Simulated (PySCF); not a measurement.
Ga(OH)2(PH2) (GaH4O2P), SMILES [OH][Ga]([OH])[PH2].

The structure is a stationary point at ωB97X-D3(BJ)/def2-SVP. The structure was generated by enumeration; whether it is a known compound was not checked. Other conformers were not sampled.

Two levels are set side by side: TDDFT-PBE/def2-SVPD (PySCF) and TDDFT-CAM-B3LYP/def2-SVPD (PySCF). Vertical, same geometry. The lowest singlet is HOMO→LUMO 87 % with PBE and HOMO→LUMO 79 % with the other functional; states are paired by order. Differences are taken from unrounded values.

```
quantity                               TDDFT-CAM-B3LYP  TDDFT-PBE  TDDFT-PBE minus TDDFT-CAM-B3LYP
-------------------------------------  ---------------  ---------  -------------------------------
lowest singlet excitation (eV)                    6.11       5.26                            -0.85
lowest triplet excitation (TDA) (eV)              5.27       4.74                            -0.54
first bright state (f over 0.05) (eV)             6.11       5.26                            -0.85
its oscillator strength                           0.11       0.06                            -0.04
```

A lower first singlet is the usual sign of a functional without exact exchange. Differences between two approximate levels are no errors against the true value.

Rough cost on one machine, each run with all the roots and properties that it gave: TDDFT-CAM-B3LYP against TDDFT-PBE about 7 times.
